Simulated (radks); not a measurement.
Results of a calculation; reference values are marked as such.
Problem. Valence configurations of the ruthenium ion Ru+ (all share [Kr]). Code: a radial shooting solver on a logarithmic mesh with Libxc functionals. Model: scalar-relativistic Kohn-Sham, r2SCAN, spin-polarised, spherical densities, finite nucleus; open shells are filled with parallel spins first (spin-orbit coupling, left out, can overturn this in heavy ions); meta-GGA in the generalised Kohn-Sham scheme; Fermi nuclear charge, rms radius 4.4809 fm. Order these by energy: 4d5 5p2; 4d6.5 5p0.5; 4d4 5s2 5p1; 4d5 5s2; 4d5 5s1 5p1; 4d5 5s1.5 5p0.5; 4d5 5s0.5 5p1.5; 4d7; 4d6 5p1; 4d6 5s1.

Solution. From the lowest, in eV above it: 4d7 0.000; 4d6 5s1 0.275; 4d6.5 5p0.5 2.671; 4d5 5s2 3.428; 4d5 5s1.5 5p0.5 5.269; 4d6 5p1 5.584; 4d5 5s1 5p1 6.244; 4d5 5s0.5 5p1.5 9.203; 4d5 5p2 12.136; 4d4 5s2 5p1 17.252. NIST lists [Kr] 4d7 as the ground configuration; this level of theory agrees among the configurations tried. The energies are those of spherical high-spin densities, not of single terms.
